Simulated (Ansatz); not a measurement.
An input meant for TaTe2⁻ (charge -1, singlet; with a point charge).

```yaml
crystal:
  periodic: [true, true, true]
  atoms:
    - {symbol: Ta, position_ang: [0.830704, -0.127574, -0.159863]}
    - {symbol: Te, position_ang: [-0.219931, 2.139686, -0.561199]}
    - {symbol: Te, position_ang: [-0.610773, -2.012112, 0.721062]}
basis:
  gaussian: {orbitals: def2-TZVP, point_charges: [{charge: 0.50, position_ang: [3.872, -0.532, -0.381]}]}
total_charge: -1
hamiltonian: {xc: {name: rPW86-PBE}}
scf: {omitted_lower_state_checks: [starts]}
output: {forces: true}
```

```sh
$ ansatz run in.yaml --threads 4 --pin off --events-out ev --progress --plain --max-ram 3916MiB
```

Shortened log:

```
Error: YAML parse error: error: line 2 column 3: crystal: missing field `lattice` (a structure is typed as `lattice` and `atoms`, a molecule's as `atoms` in Å alone, or read from a run's directory, `checkpoint`)
 --> <input>:2:3
1 | crystal:
2 |   periodic: [true, true, true]
3 |   atoms:
4 |     - {symbol: Ta, position_ang: [0.830704, -0.127574, -0.159863]}
```

In this input the species is marked periodic without a cell. The program refused the input.
